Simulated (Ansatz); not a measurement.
System: MnI (charge 0, septet). The spin state was set by rule; other spins were not relaxed. 
Geometry from a B3LYP-D3(BJ)/def2-TZVP (Ansatz, a quantum-chemistry and plane-wave program) optimisation:
```xyz
2

Mn     0.0000     0.0000    -1.7823
I      0.0000     0.0000     0.8407
```
Charge 0, spin multiplicity 7.

Parts of the frozen-core correlation energy in def2-TZVPP (Ansatz, hartree). Frozen orbitals: 18; correlated occupied orbitals by spin: 10 and 4; virtual: 86 and 92. UHF or UKS for open shells. No spin-orbit coupling. Past Kr the def2 sets carry scalar-relativistic core potentials.

| term | value |
|---|---|
| reference (HF) | -1446.59057 |
| MP2 opposite-spin | -0.11874 |
| MP2 same-spin | ? |
| CCSD correlation | ? |
| (T) | ? |
| T1 diagnostic | 0.019 |
| largest doubles amplitude | 0.032 |
| <S^2> of the reference | 12.005 |

Question: Fill in the missing entries.

Answer: 
- MP2 same-spin, value: -0.12302
- CCSD correlation, value: -0.26365
- (T), value: -0.00934
